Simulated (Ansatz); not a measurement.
`CC(=O)SCCCCc1c(F)c(F)c(F)c(F)c1F` with charge -1, relaxed as a doublet with UKS PBE-D4/def2-SVP in Ansatz, starting from the PBE-D4/def2-SVP geometry of the neutral singlet. Force threshold 0.03 eV/Å.

The highest occupied level of the relaxed charge -1 doublet lies above zero (up to 1.54 eV). Energy differences disagree on whether the electron is bound (positive means bound): -0.14 eV (each at its own geometry, against the charge 0 singlet, at PBE0-D4/def2-TZVP), but 0.28 eV at PBE-D4/def2-TZVP. The gap within one spin of the relaxed charge -1 doublet nearly closes, so an electron or hole may be smeared out by delocalisation error.

Start:

```xyz
30

C     0.082    4.618   -0.070
C     0.304    3.284    0.611
O     1.193    2.504    0.322
S    -0.921    2.942    1.892
C    -0.375    1.262    2.359
C    -0.842    0.177    1.390
C    -0.375   -1.219    1.814
C    -0.756   -2.330    0.816
C    -0.137   -2.141   -0.547
C    -0.840   -1.536   -1.602
F    -2.112   -1.144   -1.416
C    -0.259   -1.325   -2.863
F    -0.955   -0.751   -3.849
C     1.075   -1.710   -3.078
F     1.643   -1.510   -4.269
C     1.808   -2.312   -2.041
F     3.075   -2.681   -2.248
C     1.196   -2.509   -0.794
F     1.917   -3.076    0.188
H     1.032    4.958   -0.523
H    -0.307    5.381    0.633
H    -0.667    4.490   -0.880
H    -0.764    1.100    3.386
H     0.733    1.293    2.405
H    -1.949    0.199    1.300
H    -0.434    0.414    0.386
H     0.729   -1.219    1.946
H    -0.805   -1.477    2.807
H    -0.430   -3.309    1.221
H    -1.858   -2.372    0.704
```

```
step  energy (eV)  largest force component (eV/Å)  SCF passes
   1  -39030.1223                           1.649          54
   2  -39030.2635                           0.520          32
   3  -39030.3346                           0.530          30
   4  -39030.3977                           0.759          29
   5  -39030.4365                           0.457          29
   6  -39030.4595                           0.254          29
   7  -39030.4708                           0.143          28
   8  -39030.4775                           0.088          27
   9  -39030.4823                           0.080          24
  10  -39030.4869                           0.129          24
  11  -39030.4903                           0.100          23
  12  -39030.4944                           0.130          27
  13  -39030.4954                           0.163          24
  14  -39030.4983                           0.120          24
  15  -39030.5005                           0.080          23
  16  -39030.5030                           0.094          24
  17  -39030.5041                           0.121          24
  18  -39030.5057                           0.102          24
  19  -39030.5079                           0.037          24
  20  -39030.5087                           0.121          27
  21  -39030.5102                           0.067          25
  22  -39030.5102                           0.050          17
  23  -39030.5109                           0.021          23
  24  -39030.5113                           0.069          25
  25  -39030.5118                           0.029          20
```

Force components are those of the run's own axes.

End:

```xyz
30

C     0.068    5.372    0.743
C     0.336    3.980    1.261
O     1.463    3.530    1.487
S    -1.199    3.008    1.441
C    -0.495    1.417    2.002
C    -0.794    0.243    1.070
C    -0.231   -1.076    1.609
C    -0.594   -2.313    0.760
C    -0.056   -2.301   -0.647
C    -0.850   -1.946   -1.766
F    -2.075   -1.375   -1.542
C    -0.419   -2.119   -3.077
F    -1.205   -1.681   -4.110
C     0.891   -2.591   -3.351
F     1.125   -3.249   -4.558
C     1.727   -2.886   -2.245
F     3.038   -3.216   -2.461
C     1.271   -2.703   -0.944
F     2.145   -2.871    0.099
H     0.737    6.095    1.259
H    -0.989    5.675    0.887
H     0.299    5.437   -0.346
H    -0.883    1.219    3.024
H     0.598    1.617    2.079
H    -1.892    0.144    0.920
H    -0.373    0.449    0.064
H     0.876   -1.006    1.682
H    -0.602   -1.234    2.649
H    -0.216   -3.216    1.292
H    -1.701   -2.403    0.719
```

By distances, no bond broke or formed. The bond that changes most is C14–F15, from 1.33 to 1.39 Å (atoms count from 1).

The force fell under the threshold at step 23, but the optimiser went on. No frequencies were taken in this run, so the end may be a saddle point.

Hardware: 2 threads of AMD EPYC 7R13 on a shared host and a share (18 GiB) of an NVIDIA H100 80GB HBM3. Wall time 91 s, peak host memory 1 GiB.
